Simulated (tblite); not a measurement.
Species: C6H12N2OSi.
Geometry (GFN2-xTB, Å), atoms numbered from 1 in this order:
```
atom  x, y, z in Å
C1     2.9021   -0.5919    0.2123
C2     1.5459   -0.0573   -0.2287
C3     0.4799   -0.2662    0.8501
N4    -0.7997    0.2459    0.4368
Si5   -1.4149    1.9046    0.5576
C6    -1.4111    2.6532   -1.1496
N7    -1.3667    3.1243   -2.1919
C8    -1.7354   -0.4252   -0.2413
C9    -1.5919   -1.8818   -0.5598
O10   -2.7214    0.2407   -0.5588
H11    2.8455   -1.6578    0.4242
H12    3.2401   -0.0825    1.1117
H13    3.6421   -0.4371   -0.5686
H14    1.2334   -0.5568   -1.1484
H15    1.6157    1.0109   -0.4447
H16    0.3932   -1.3296    1.0907
H17    0.7752    0.2649    1.7584
H18   -0.3032    2.5647    1.2631
H19   -2.6593    2.0193    1.2941
H20   -0.6786   -2.0607   -1.1229
H21   -1.5523   -2.4616    0.3614
H22   -2.4489   -2.2005   -1.1467
```

Method: GFN2-xTB as coded in tblite; computed harmonic values from a numerical Hessian at the method's own geometry, unscaled. Against measured fundamentals such values can be off by several per cent, at times by over 20. Modes of hydrogen on silicon can be 10 to 20 % off. One conformer, not necessarily the lowest.

Harmonic wavenumbers (cm⁻¹): 42.6, 61.8, 65.4, 87.7, 125.7, 138.5, 150.7, 166.9, 224.6, 295.5, 305.1, 308.1, 345.6, 381.0, 419.9, 522.5, 543.6, 567.6, 602.6, 658.6, 706.2, 756.4, 781.6, 820.9, 879.2, 932.0, 942.0, 1004.0, 1007.8, 1091.1, 1115.2, 1143.0, 1210.8, 1245.1, 1275.1, 1293.1, 1353.2, 1371.4, 1416.2, 1445.4, 1460.4, 1462.6, 1481.3, 1496.1, 1501.2, 1503.7, 1630.8, 2198.8, 2364.9, 2377.1, 2948.9, 2965.2, 2975.8, 2990.2, 3012.3, 3029.8, 3030.7, 3039.2, 3046.8, 3059.7.

A = 1372, B = 815.6, C = 640.1 MHz; mass 156.072 u (most abundant isotopes); point group C1, symmetry number 1.

Question: What is the zero-point energy?

Answer: Half the sum of the wavenumbers: 37690 cm⁻¹ = 107.76 kcal/mol.

Question: Entropy at 200 K, 1 bar (ideal gas, RRHO, classical rotation)?

Answer: Translation 39.09, rotation 29.29, vibration 28.71: S = 97.1 cal/(mol K).

Question: And Cp and H(200 K) − H(0)?

Answer: Cp = 36.55 cal/(mol K), of which vibrations give 28.61 (their classical limit is 60 R = 119.2); H(200 K) − H(0) = 4.65 kcal/mol without the zero-point energy, 3.06 from vibrations.

Question: Blend soft modes into free rotors: weight 1/[1 + (100 cm⁻¹/ν̃)⁴] for the oscillator and the rest for a rotor with moment μB/(μ + B), μ = h/(8π²ν), B = 10⁻⁴⁴ kg m². What vibrational entropy results?

Answer: 26.47 cal/(mol K) in place of 28.71, which changes −T·S at 200 K by +0.45 kcal/mol.

Question: Which modes carry the vibrational entropy at 200 K?

Answer: 42.6 cm⁻¹: 4.35; 61.8 cm⁻¹: 3.61; 65.4 cm⁻¹: 3.50; 87.7 cm⁻¹: 2.94; 125.7 cm⁻¹: 2.25; 138.5 cm⁻¹: 2.07 cal/(mol K); the other 54 give 9.98 together.

Question: What must be added to the electronic energy to get the Gibbs energy at 200 K and 1 bar?

Answer: ZPE + [H(200 K) − H(0)] − T·S = 107.76 + 4.65 − 19.42 = 92.99 kcal/mol.

Question: How do the functions run with temperature in this model?

Answer: 
| T (K) | S (cal/(mol K)) | Cp (cal/(mol K)) | H − H(0) (kcal/mol) | G − H(0) (kcal/mol) | ln q(vib) |
| --- | --- | --- | --- | --- | --- |
| 150 | 87.5 | 30.7 | 2.97 | -10.15 | 4.78 |
| 250 | 105.9 | 42.3 | 6.62 | -19.84 | 8.64 |
| 298.15 | 113.8 | 47.6 | 8.79 | -25.13 | 10.41 |
| 400 | 129.3 | 58.4 | 14.20 | -37.52 | 14.02 |
| 600 | 156.4 | 75.4 | 27.67 | -66.16 | 20.68 |
| 900 | 190.4 | 92.3 | 53.02 | -118.35 | 29.75 |

q(vib) and H(0) count from the zero-point level.

Hindered rotation and anharmonicity are outside this model. Other conformers, if any are populated, would add a mixing term that is left out. The structure is chiral; the term R ln 2 for an equal mix with its mirror image is left out.
